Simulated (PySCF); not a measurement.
A PySCF script (with the pyscf-properties extension) for the NMR shieldings of `InChI=1S/C5H8ClFSi/c6-3-8-5-1-4(5)2-7/h1,4H,2-3,8H2/t4-/m1/s1`, on a GFN2-xTB geometry:

```python
import basis_set_exchange as bse
import numpy as np
from pyscf import gto, dft
from pyscf.prop import nmr

atoms = """
F    -1.603107    1.132665   -1.345434
C    -1.596326   -0.247362   -1.258415
C    -1.494981   -0.676317    0.183515
C    -0.702135   -1.877733    0.560379
C    -0.123433   -0.741501    0.843059
Si    1.281798    0.355489    1.360532
C     1.686786    1.396631   -0.193494
Cl    2.306958    0.311274   -1.472634
H    -0.732799   -0.590946   -1.836839
H    -2.527488   -0.584336   -1.728010
H    -2.351014   -0.381356    0.784553
H    -0.706643   -2.939652    0.560765
H     2.443659   -0.448829    1.736113
H     0.842531    1.265712    2.421532
H     2.457838    2.143503   -0.020256
H     0.810757    1.891702   -0.606775
"""
names = dict.fromkeys(["F", "C", "Si", "Cl", "H"], "pcSseg-1")
basis = {el: gto.basis.parse(bse.get_basis(n, elements=[el], fmt="nwchem")) for el, n in names.items()}
mol = gto.M(atom=atoms, basis=basis, charge=0, verbose=0)
mf = dft.RKS(mol, xc="PBE0")
mf.grids.level = 2
mf.grids.alignment = dft.numint.BLKSIZE   # the property module wants whole blocks of grid points
mf.conv_tol = 1e-9
mf.kernel()

calc = nmr.RKS(mf)   # GIAO
C = mf.mo_coeff
Co = C[:, mf.mo_occ > 0]
resp = mf.gen_response(singlet=True, hermi=2)
def vind(x):   # induced exchange potential for any number of trial vectors
    d = np.einsum("pi,xij,qj->xpq", C, 2 * x.reshape(-1, C.shape[1], Co.shape[1]), Co, optimize=True)
    return np.einsum("xpq,pi,qj->xij", resp(d - d.transpose(0, 2, 1)), C, Co, optimize=True).ravel()
mo1, _ = nmr.rhf.solve_mo1(calc, with_cphf=vind)
sigma = calc.kernel(mo1)
for i, s in enumerate(sigma):   # ppm
    w = np.linalg.eigvalsh((s + s.T) / 2)
    print("%2d %-2s iso %8.1f  s11 %8.1f  s22 %8.1f  s33 %8.1f" % (i, mol.atom_pure_symbol(i), w.mean(), *w))
```

**Question.** What are the results?

**Answer.** 
```
 0 F  iso    414.5  s11    384.1  s22    396.5  s33    462.8
 1 C  iso     91.3  s11     57.7  s22     82.3  s33    134.0
 2 C  iso    164.5  s11    113.6  s22    136.9  s33    243.0
 3 C  iso     45.8  s11   -117.6  s22     80.3  s33    174.6
 4 C  iso     58.2  s11    -81.6  s22     58.8  s33    197.4
 5 Si iso    401.9  s11    378.0  s22    403.9  s33    423.7
 6 C  iso    155.8  s11    136.3  s22    141.8  s33    189.3
 7 Cl iso    914.9  s11    805.5  s22    850.7  s33   1088.5
 8 H  iso     27.8  s11     25.8  s22     27.7  s33     29.8
 9 H  iso     26.5  s11     21.7  s22     27.1  s33     30.6
10 H  iso     29.8  s11     23.9  s22     27.1  s33     38.4
11 H  iso     23.5  s11     18.7  s22     24.7  s33     27.1
12 H  iso     27.0  s11     23.8  s22     25.1  s33     31.9
13 H  iso     26.8  s11     23.8  s22     24.1  s33     32.6
14 H  iso     28.6  s11     22.6  s22     27.2  s33     36.1
15 H  iso     28.0  s11     24.3  s22     25.5  s33     34.3
```

These numbers come from an equivalent density-fitted implementation of the same equations, which agrees with the script to about 0.01 ppm for H and up to a few tenths of a ppm for heavy atoms, so last digits may differ.

**Question.** Turn these shieldings into chemical shifts. Scale: CFCl3 for 19F (170.95 ppm); TMS for 13C (186.93 ppm), 29Si (349.16 ppm), 1H (31.72 ppm); HCl for 35Cl (949.78 ppm) (reference shieldings calculated alike).

**Answer.** Averaging equivalent atoms: F 0: -243.6; C 3: 141.2; C 4: 128.7; C 1: 95.6; C 6: 31.1; C 2: 22.4; Si 5: -52.7; Cl 7: 35; H 11: 8.23; H 9: 5.26; H 13: 4.88; H 12: 4.76; H 8: 3.93; H 15: 3.68; H 14: 3.10; H 10: 1.92 ppm. Unscaled 19F shifts against computed CFCl3 carry errors that often reach 10 to 50 ppm.

Size and cost of the density-fitted run: 190 basis functions, 58 s wall time on 1 thread of an Arm Neoverse N1, shared host; peak memory 0.85 GiB.
